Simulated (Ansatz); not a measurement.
`O[SiH](O)[SiH2]Cl` + `C[SiH](S)Cl` → `C[SiH](Cl)S[SiH2]Cl` + `O[SiH2]O`  (cleavage of the Si–Si bond)

Isolated molecules relaxed with PBE0-D4/def2-TZVP in Ansatz; ΔE leaves out vibrations. CBS: MP2 limit from def2 TZ/QZ plus the TZ coupled-cluster correction, frozen cores. Each species was taken in one conformer, which may not be the lowest.

| species | CCSD(T)/CBS(def2) energy (Eh) |
| --- | --- |
| `O[SiH](O)[SiH2]Cl` | -1191.43769 |
| `C[SiH](S)Cl` | -1187.79090 |
| `C[SiH](Cl)S[SiH2]Cl` | -1937.33162 |
| `O[SiH2]O` | -441.92975 |

(1) Work out ΔE.

Largest T1 diagnostic among the species: 0.011.

Results:

(1) ΔE = (-1937.33162) + (-441.92975) − (-1191.43769) − (-1187.79090) = -0.03278 Eh = -0.89 eV.

The D4 term adds −0.09 eV with B3LYP and −0.05 eV with PBE0; it sums over pairs of atoms, weighted by their polarisabilities, and B3LYP, whose exchange is more repulsive, gets the larger term. From PBE to PBE0 (25 % exact exchange), in def2-TZVPP and without D4, ΔE moves by −0.05 eV. In def2-TZVPP, CCSD(T) changes the Hartree–Fock value by −0.03 eV (the triples alone add −0.02 eV) and MP2 by −0.17 eV.

B3LYP here is the variant with VWN-RPA as its local correlation; programs differ in this.
